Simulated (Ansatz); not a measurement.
`C[CH](C)[Al]([OH])[OH]`. Charge 0, multiplicity 1. The structure was optimised at the PBE0-D4/def2-TZVP level. It is one conformer, not always the lowest.

```xyz
15

C     1.350    0.124    1.114
C     0.484   -0.521    0.031
C     1.064   -0.235   -1.357
Al   -1.383    0.047    0.150
O    -2.617   -1.119    0.198
O    -1.700    1.716    0.183
H     1.337    1.216    1.039
H     1.020   -0.137    2.124
H     2.395   -0.195    1.021
H     0.488   -1.608    0.185
H     1.052    0.835   -1.584
H     2.109   -0.563   -1.419
H     0.516   -0.748   -2.154
H    -3.552   -0.935    0.242
H    -2.563    2.122    0.226
```

**Question.** What is the dipole moment at PBE/def2-TZVPP? (An estimate is asked.)

**Answer.** The calculation gave: 1.57 D, with components (-1.50, 0.43, 0.08) D in this frame, pointing from negative to positive charge.

**Question.** And with r2SCAN, B3LYP, ωB97M-V? (Best estimate.)

**Answer.** Ansatz gave: r2SCAN 1.68 D, B3LYP 1.67 D, ωB97M-V 1.71 D.

**Question.** Give the Mulliken charges with PBE, r2SCAN, ωB97M-V in def2-TZVPP. (Estimate.)

**Answer.** The calculation gave: 
| atom | PBE | r2SCAN | ωB97M-V |
| --- | --- | --- | --- |
| C1 | -0.28 | -0.18 | -0.35 |
| C2 | -0.07 | -0.07 | -0.22 |
| C3 | -0.30 | -0.19 | -0.36 |
| Al4 | 0.51 | 0.65 | 0.65 |
| O5 | -0.36 | -0.42 | -0.38 |
| O6 | -0.37 | -0.43 | -0.39 |
| H7 | 0.10 | 0.06 | 0.12 |
| H8 | 0.08 | 0.04 | 0.10 |
| H9 | 0.06 | 0.03 | 0.10 |
| H10 | 0.07 | 0.02 | 0.10 |
| H11 | 0.10 | 0.06 | 0.12 |
| H12 | 0.06 | 0.03 | 0.10 |
| H13 | 0.09 | 0.05 | 0.11 |
| H14 | 0.17 | 0.18 | 0.15 |
| H15 | 0.16 | 0.17 | 0.15 |

B3LYP here is the variant with VWN-RPA as its local correlation; programs differ in this.
